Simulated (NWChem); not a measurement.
CF3 cation

```xyz
4

F      1.1863    -0.3179     0.0000
C      0.0000     0.0000     0.0000
F     -0.3179     1.1863     0.0000
F     -0.8684    -0.8684     0.0000
```
Atoms are numbered in this order, from 1.

Computed with NWChem. Coordinates come from a PBE0/def2-SVP optimisation. Vertical excitations in the gas phase.

Task: Estimate the computed values for PBE/def2-SVPD, TDA. Quantities: lowest excitation, singlet (eV); oscillator strength of that lowest state; lowest state with f > 0.02, singlet (eV); oscillator strength of that bright state; orbital gap (eV).

Result: 
* **lowest excitation, singlet (eV)**: 7.95
* **oscillator strength of that lowest state**: 0.000
* **lowest state with f > 0.02, singlet (eV)**: 11.06
* **oscillator strength of that bright state**: 0.161
* **orbital gap (eV)**: 7.79
